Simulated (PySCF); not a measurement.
Predicted microwave data (PBE0/def2-SVPD in PySCF (dipole) on a GFN2-xTB geometry, gas phase) for one isomer of C5H9NSSi:

| Property | Result |
| --- | --- |
| Rotational constants | A = 3034, B = 905.2, C = 799.9 MHz |
| Dipole components | \|μa\| = 0.27 D, \|μb\| = 0.07 D, \|μc\| = 1.19 D |
| Inertial defect | -93.05 u·Å² |
| κ | -0.91 |

Question: Which candidate fits, each taken in the one conformer that was computed?
A. `[H]/[N:4]=[C:3](/[C:2]#[CH:1])[CH2:5][CH2:6][S:7][SiH3:8]` with C2–C3–C5–C6 178°, C3–C5–C6–S7 177°, C5–C6–S7–Si8 72°
B. `[CH3:1][S:2][SiH2:3][n:4]1[cH:5][cH:6][cH:7][cH:8]1` with C1–S2–Si3–N4 -55°, S2–Si3–N4–C5 -32°
C. `[CH:1]#[C:2][C:3]1([NH:4][SiH2:5][SH:6])[CH2:7][CH2:8]1` with C2–C3–N4–Si5 -92°, C3–N4–Si5–S6 172°, N4–Si5–S6–H 175°
D. `[CH3:1][S:2][C@@H:3]1[CH2:4][CH2:5][Si@H:6]1[C:7]#[N:8]` with C1–S2–C3–C4 -75°, S2–C3–C4–C5 -129°, C3–C4–C5–Si6 10°, C4–C5–Si6–C7 -117°, S2–C3–Si6–C5 127°

Answer: B. It is CS[SiH2]n1cccc1, a near-prolate asymmetric top, point group C1. The candidates at the same level (rigid rotor, commonest isotopes):

| SMILES | A (MHz) | B (MHz) | C (MHz) | μa (D) | μb (D) | μc (D) | Δ (u·Å²) | point group | rotor |
| --- | --- | --- | --- | --- | --- | --- | --- | --- | --- |
| [H]/N=C(/C#C)CCS[SiH3] | 2766 | 600.4 | 539.7 | 1.02 | 1.48 | 0.09 | -88.02 | C1 | near-prolate asymmetric top |
| CS[SiH2]n1cccc1 | 3034 | 905.2 | 799.9 | 0.27 | 0.07 | 1.19 | -93.05 | C1 | near-prolate asymmetric top |
| C#CC1(N[SiH2]S)CC1 | 2649 | 746.3 | 658.6 | 1.18 | 0.64 | 0.55 | -100.65 | C1 | near-prolate asymmetric top |
| CS[C@@H]1CC[Si@H]1C#N | 2526 | 805.1 | 698.7 | 2.90 | 2.75 | 0.23 | -104.50 | C1 | asymmetric top |

`CS[C@@H]1CC[Si@H]1C#N` has A 17 % too low; `C#CC1(N[SiH2]S)CC1` has C 18 % too low; `[H]/N=C(/C#C)CCS[SiH3]` has B 34 % too low. No structure here is proved a minimum.
